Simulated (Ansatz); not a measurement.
Abridged output of a molecular run in Ansatz:

```
Functional definition: HF
1624 factors; integrals over basis functions are off by at most 9.1e-4 eV
mean field evaluation 1: about -65256.6212 eV, gradient 3.4e1 eV
mean field evaluation 2: about -65256.7683 eV, gradient 3.4e1 eV
mean field evaluation 4: about -65260.1250 eV, gradient 3.9e0 eV
mean field evaluation 8: about -65260.1829 eV, gradient 2.4e-1 eV
mean field -65260.18304720 eV, -2398.2674920439 hartree, gradient 1.2e-6 eV, S^2 0.000000; 0 other end points of the search recorded, 0 dependent functions left out
16 core orbitals not correlated: weight in the atoms' cores, before any rotation towards them, 1.000 or more for the frozen orbitals, at most 0.000 for the correlated occupied ones
reference -65260.18304720 eV, -2398.2674920439 hartree; 17, 17 occupied and 245, 245 virtual orbitals, 1624 factors
second order -19.16838485 eV of doubles, -0.00000000 eV of singles
cycle   1  -19.83270300 eV  change   -6.6e-1 eV  update   1.0e-1
cycle   2  -20.48461425 eV  change   -6.5e-1 eV  update   3.0e-2
cycle   3  -20.55612308 eV  change   -7.2e-2 eV  update   1.2e-2
cycle   4  -20.55179087 eV  change    4.3e-3 eV  update   3.1e-3
cycle   5  -20.55134356 eV  change    4.5e-4 eV  update   1.0e-3
cycle   6  -20.55104213 eV  change    3.0e-4 eV  update   3.1e-4
cycle   7  -20.55099462 eV  change    4.8e-5 eV  update   1.1e-4
cycle   8  -20.55100803 eV  change   -1.3e-5 eV  update   4.1e-5
perturbative correction -0.74100791 eV, -0.0272315383 hartree
Total energy: -65281.47506314 eV, -2399.0499591974 hartree
```

Its atoms:

```xyz
13

Al    0.266   -2.178   -1.349
C     0.519   -0.689   -0.096
C    -0.551    0.406   -0.129
Ge   -0.210    1.850    1.157
H     1.329   -3.361   -1.406
H    -1.001   -2.207   -2.311
H     1.515   -0.264   -0.285
H     0.603   -1.118    0.913
H    -0.626    0.857   -1.123
H    -1.543   -0.003    0.086
H     1.154    2.500    0.851
H    -0.155    1.267    2.583
H    -1.298    2.940    1.110
```

Problem. Which basis set was used?
A. cc-pV(D+d)Z
B. def2-SVPD
C. cc-pV(Q+d)Z
D. def2-TZVPP

Solution. D. It gives 278 functions.

Problem. Write the keys of the input that set method, charge and spin (a neutral closed shell needs none for the last two).

Solution. 
```yaml
correlation: {method: ccsd_t}
```
